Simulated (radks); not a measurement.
The numbers below are computed, except where a source is named.
Polarisability of the lanthanum ion La3+, [Xe], at imaginary frequency. Code: a radial shooting solver on a logarithmic mesh with Libxc functionals. Model: scalar-relativistic Kohn-Sham, LDA (Slater exchange, VWN5 correlation), spin-polarised, spherical densities, finite nucleus; Fermi nuclear charge, rms radius 4.855 fm. Response by self-consistent Sternheimer equations with the Hartree and adiabatic LDA kernel, the relativistic mass of each level held fixed and spin-orbit coupling left out.

w (hartree),alpha1(iw) (bohr^3),alpha2(iw) (bohr^5)
0.00266,7.684,28.47
0.0143,7.682,28.47
0.0360,7.674,28.44
0.0697,7.648,28.36
0.118,7.582,28.14
0.186,7.438,27.67
0.280,7.149,26.74
0.413,6.618,25.07
0.605,5.737,22.33
0.892,4.487,18.32
1.35,3.055,13.22
2.12,1.783,7.896
3.59,0.8839,3.650
6.94,0.3378,1.205
17.5,0.07586,0.2242

Static values: alpha1 = 7.684 bohr^3 (1.139 angstrom^3; uncoupled 13.08), alpha2 = 28.48 bohr^5, alpha3 = 188.9 bohr^7. C6 = 49.05, C8 = 962.1, triple-dipole C9 = 271.8 atomic units. One-pole (London) frequency 4 C6 / (3 alpha1^2) = 1.108 hartree, against 1.651 for minus the highest occupied eigenvalue.
